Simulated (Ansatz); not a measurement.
One change: `[SH][Zn][Cl]` becomes `[NH2][Zn][SH]`.

Ansatz, PBE0-D4/def2-TZVP geometries, multiplicity 1. Each molecule was computed in one conformer, which needn't be the lowest.

Outer-core shells of Zn are correlated without core-valence functions. Scalar relativity is left out up to krypton.

```
                                            property  `[SH][Zn][Cl]`
                 LUMO energy (B3LYP/def2-TZVPP) / eV           -1.60
                   LUMO energy (PBE/def2-TZVPP) / eV           -2.17
                 HOMO–LUMO gap (PBE/def2-TZVPP) / eV            4.36
      zero-point energy (PBE0-D4/def2-TZVP) / kJ/mol            26.3
vertical ionisation energy (CCSD(T)/def2-TZVPP) / eV           10.02
                   HOMO energy (PBE/def2-TZVPP) / eV           -6.53
```

(1) What does the change do to each property? (Estimate.)

Answers

(1) Computed: 
| property | `[NH2][Zn][SH]` | shift |
| --- | --- | --- |
| LUMO energy (B3LYP/def2-TZVPP) / eV | -0.94 | 0.66 |
| LUMO energy (PBE/def2-TZVPP) / eV | -1.44 | 0.73 |
| HOMO–LUMO gap (PBE/def2-TZVPP) / eV | 4.33 | -0.03 |
| zero-point energy (PBE0-D4/def2-TZVP) / kJ/mol | 88.5 | 62.2 |
| vertical ionisation energy (CCSD(T)/def2-TZVPP) / eV | 9.38 | -0.64 |
| HOMO energy (PBE/def2-TZVPP) / eV | -5.76 | 0.77 |

The zero-point energy changes by 62.2 kJ/mol with +6 modes.

B3LYP here is the variant with VWN-RPA as its local correlation; programs differ in this.
